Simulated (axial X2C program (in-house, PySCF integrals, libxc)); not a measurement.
Nuclear properties of HSbH⁻

Computed with an axial X2C code built on PySCF integrals: two-component X2C with atomic mean-field Coulomb and Gaunt terms, Gaussian nuclei, basis H dyall-v3z, Sb dyall-v3z with contracted cores.

H–Sb–H held linear, with bonds 1.876 and 1.876 Å (near the PBE0 minimum at charge -1 of the determinant lowest at the starting distance; the state shown can have its own minimum elsewhere, held linear; other orders of the atoms were not compared).

Input and command:
```json
{"zs": [1, 51, 1], "q": -1, "bas": ["dyall-v3z", "dyall-v3z", "dyall-v3z"], "r0": [1.72, 1.72], "symm": 1, "scan": ["PBE0", "HF", "B3LYP"], "levels": ["PBE0", "HF", "LDA"], "nst": 2}
```
```bash
python solin.py task.json out
```

Keys: zs atomic numbers; q charge; bas basis sets; r0 starting distance in Å; symm equal bonds; scan levels of the two-bond scan; levels methods; nst determinants followed.

Determinant lowest in the PBE0 search, Ω = 2 (⟨Sz⟩ = 1.00, ⟨Lz⟩ = 1.00 at PBE0), spin on the atoms H 0.25, Sb 0.50, H 0.25:

```json
{"level": "PBE0", "A∥/gI H (MHz)": "30.1", "qzz H (a.u.)": "0.06", "A∥/gI Sb (MHz)": "1240", "qzz Sb (a.u.)": "3.56"}
{"level": "HF", "A∥/gI H (MHz)": "35.5", "qzz H (a.u.)": "0.07", "A∥/gI Sb (MHz)": "1150", "qzz Sb (a.u.)": "3.68"}
{"level": "LDA", "A∥/gI H (MHz)": "27.3", "qzz H (a.u.)": "0.06", "A∥/gI Sb (MHz)": "1270", "qzz Sb (a.u.)": "3.38"}
```

A∥ (defined per Ω) follows by multiplying with gI = μI/(I μN); qzz is the electric field gradient, eQq0 = 234.96 MHz × Q/barn × qzz. The operators were transformed with the bare-nucleus X2C matrices; with these basis sets, hyperfine constants and field gradients can be off by tens of per cent, and where levels differ in sign neither size nor sign is settled.

Question: With gI(1H) = 5.5857, gI(121Sb) = 1.3454, Q(121Sb) = -0.543 barn (g factors from the IAEA table of nuclear moments by Stone; Q from Pyykkö, Mol. Phys. 2018), turn the PBE0 values of the first state into constants in MHz.

Answer: A∥(1H) = 30.1 × 5.5857 = 168 MHz; A∥(121Sb) = 1240 × 1.3454 = 1670 MHz; eQq0(121Sb) = 234.96 × (-0.543) × (3.56) = -454 MHz.

The molecule was held linear; bending was not examined, so a bent shape may lie lower.

Each state is one determinant with collinear spin, which with several unpaired electrons need not be a pure state. Unrestricted Hartree–Fock can overshoot spin polarisation at the nuclei. For an anion, determinants above electron detachment, or with a positive highest level, are held by the basis set. With several open shells hyperfine constants can be off by a factor of several. Open-shell Ω = 0 determinants with evenly filled partner blocks cannot be reached by this program, so the Ω shown need not be the lowest component. States lie within half an eV, so the first need not be the ground state. Further determinants of the search, some of them spin-mixed, are not shown.
